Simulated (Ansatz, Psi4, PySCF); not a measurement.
Sb2, charge +1, doublet, at a GFN2-xTB geometry (a state made from the parent by changing its charge; the spin is typed, not shown lowest) (all electrons, no relativity). Base run: BHANDHLYP/STO-3G in PySCF.

Geometry (Å):
```xyz
2

Sb     0.0000     0.0000    -1.3449
Sb     0.0000     0.0000     1.3449
```
Charge +1, spin multiplicity 2.
Orbitals are unrestricted.
All else is at PySCF's defaults.

The same geometry, method and basis name were run in Ansatz (a first-principles code) and Psi4 and PySCF, at each program's defaults and at the settings that a row names. The base is PySCF at its defaults. Differences at the defaults can come from grids, fitting, cores and function types together. The rows with settings made alike still differ; the cause (another SCF solution, basis table, core potential or functional code) wasn't traced.

```tsv
code and settings	ΔE vs base (mEh)	basis functions	E (Eh)	SCF cycles	outcome
PySCF, defaults (exact integrals, its default grid, spherical functions)	0.000	54	-12507.00538	6	converged
Ansatz, defaults (factorised integrals, its default grid, spherical functions)	-4.791	54	-12507.01018	-	another SCF solution
PySCF, fine grid	-0.011	54	-12507.00539	6	converged
Psi4, exact integrals, spherical functions, fine grid	0.031	54	-12507.00535	7	converged
Ansatz, high accuracy	-4.791	54	-12507.01018	-	another SCF solution
```

A guess, shift, damping, solver or small numerical setting can't move a converged solution much, so rows marked as another SCF solution ended in a different state.

Open shells are given as the SCF converged; they aren't shown to be the lowest states, and a large step between rows can be another state.
